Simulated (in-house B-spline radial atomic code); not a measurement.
Response of Xe⁶⁺ as one setting changes: the share of exact exchange in a PBE hybrid. A dash marks a strongly mixed or unbound state. Computed with a B-spline radial code for spherical atoms: linear response of the closed shell [Kr] 4d10 5s2 with the functional's adiabatic kernel; scalar-relativistic (spin-free one-electron X2C), finite nucleus, no spin-orbit coupling, no double excitations, S, P, D and F terms only; shells from n = 3 respond. Only terms of natural parity with L up to 3 were computed.

```json
{"share of exact exchange in a PBE hybrid": "0", "lowest 1P (eV)": "5s → 5p 18.017", "lowest 3P, Tamm-Dancoff (eV)": "5s → 5p 13.815", "minus highest occupied level (eV)": "86.12", "α (bohr³)": "4.586"}
{"share of exact exchange in a PBE hybrid": "0.1", "lowest 1P (eV)": "5s → 5p 17.871", "lowest 3P, Tamm-Dancoff (eV)": "5s → 5p 13.641", "minus highest occupied level (eV)": "86.60", "α (bohr³)": "4.651"}
{"share of exact exchange in a PBE hybrid": "0.2", "lowest 1P (eV)": "5s → 5p 17.725", "lowest 3P, Tamm-Dancoff (eV)": "5s → 5p 13.467", "minus highest occupied level (eV)": "87.08", "α (bohr³)": "4.718"}
{"share of exact exchange in a PBE hybrid": "0.3", "lowest 1P (eV)": "?", "lowest 3P, Tamm-Dancoff (eV)": "?", "minus highest occupied level (eV)": "?", "α (bohr³)": "?"}
{"share of exact exchange in a PBE hybrid": "0.4", "lowest 1P (eV)": "5s → 5p 17.426", "lowest 3P, Tamm-Dancoff (eV)": "5s → 5p 13.119", "minus highest occupied level (eV)": "88.04", "α (bohr³)": "4.861"}
{"share of exact exchange in a PBE hybrid": "0.5", "lowest 1P (eV)": "5s → 5p 17.275", "lowest 3P, Tamm-Dancoff (eV)": "5s → 5p 12.945", "minus highest occupied level (eV)": "88.52", "α (bohr³)": "4.936"}
{"share of exact exchange in a PBE hybrid": "0.6", "lowest 1P (eV)": "5s → 5p 17.122", "lowest 3P, Tamm-Dancoff (eV)": "5s → 5p 12.772", "minus highest occupied level (eV)": "89.00", "α (bohr³)": "5.014"}
{"share of exact exchange in a PBE hybrid": "0.7", "lowest 1P (eV)": "5s → 5p 16.967", "lowest 3P, Tamm-Dancoff (eV)": "5s → 5p 12.599", "minus highest occupied level (eV)": "89.47", "α (bohr³)": "5.095"}
{"share of exact exchange in a PBE hybrid": "0.8", "lowest 1P (eV)": "5s → 5p 16.811", "lowest 3P, Tamm-Dancoff (eV)": "5s → 5p 12.426", "minus highest occupied level (eV)": "89.95", "α (bohr³)": "5.179"}
{"share of exact exchange in a PBE hybrid": "0.9", "lowest 1P (eV)": "?", "lowest 3P, Tamm-Dancoff (eV)": "?", "minus highest occupied level (eV)": "?", "α (bohr³)": "?"}
{"share of exact exchange in a PBE hybrid": "1", "lowest 1P (eV)": "5s → 5p 16.494", "lowest 3P, Tamm-Dancoff (eV)": "5s → 5p 12.080", "minus highest occupied level (eV)": "90.89", "α (bohr³)": "5.357"}
```

(1) What belongs in the row for 0.3?

(2) What belongs in the row for 0.9?

Results:

(1) lowest 1P (eV): 5s → 5p 17.576; lowest 3P, Tamm-Dancoff (eV): 5s → 5p 13.293; minus highest occupied level (eV): 87.56; α (bohr³): 4.788.

(2) lowest 1P (eV): 5s → 5p 16.654; lowest 3P, Tamm-Dancoff (eV): 5s → 5p 12.253; minus highest occupied level (eV): 90.42; α (bohr³): 5.266.
